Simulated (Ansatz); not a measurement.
System: CF$_{2}$I, net charge 0, doublet state. It need not be the lowest isomer of its formula. 
Coordinates optimised at B3LYP-D3(BJ)/def2-TZVP (Ansatz, a quantum-chemistry and plane-wave program):
```
C
F 1 1.3218
F 1 1.3218 2 109.51
I 1 2.1410 2 114.74 3 130.70
```
Charge 0, spin multiplicity 2.

Basis-set convergence of Hartree-Fock and CCSD(T) correlation energies (hartree) with Ansatz. Cores are frozen in the correlated levels unless marked. UHF or UKS for open shells. No spin-orbit coupling. The frozen core is the preceding noble-gas configuration, with the filled d and f shells of earlier blocks. Past Kr the def2 sets carry scalar-relativistic core potentials.

| basis | functions | E(HF) | E(corr, CCSD(T)) |
|---|---|---|---|
| def2-SVP | 68 | -533.13235 | -0.60731 |
| def2-TZVPP | 143 | (withheld) | (withheld) |

**Question.** Fill in the missing entries.

**Answer.** 
- def2-TZVPP, E(HF): -533.44408
- def2-TZVPP, E(corr, CCSD(T)): -0.81321
